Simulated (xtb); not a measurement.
CH₃CdFS, SMILES C[S][Cd][F]. All values are semi-empirical tight-binding results from xtb (GFN2-xTB unless named), good for trends rather than for accurate numbers. Geometry optimised at GFN2-xTB. One conformer was computed; it need not be the lowest.

Optimised geometry:

```xyz
7

Cd    -0.4349     0.1836     0.6476
F     -1.4234     0.9547    -0.9137
S      1.4787    -0.8858    -0.2555
C      1.1311    -0.3877    -1.9754
H      0.1611    -0.7766    -2.2837
H      1.9183    -0.8301    -2.5779
H      1.1623     0.6982    -2.0585
```
Charge 0, spin multiplicity 1.

For metal compounds this method's bond lengths and energies can be far off.

**Question.** Estimate the properties. (The exact figures need the calculation; the answer reports its results.)

**Answer.** 
| Quantity | Result |
|---|---|
| orbital gap | 2.10 eV |
| zero-point energy | 24.1 kcal/mol |
| G − E(el) at 298.15 K (modified RRHO) | 3.6 kcal/mol |

**Question.** Give the atomic charges and the Wiberg bond orders between heavy atoms. (The exact figures need the calculation; the answer reports its results.)

**Answer.** charges (e) Cd1 0.41, F2 -0.43, S3 -0.18, C4 -0.06, H5 0.09, H6 0.08, H7 0.09. Bond orders Cd1–F2 0.73, Cd1–S3 0.99, S3–C4 1.00.
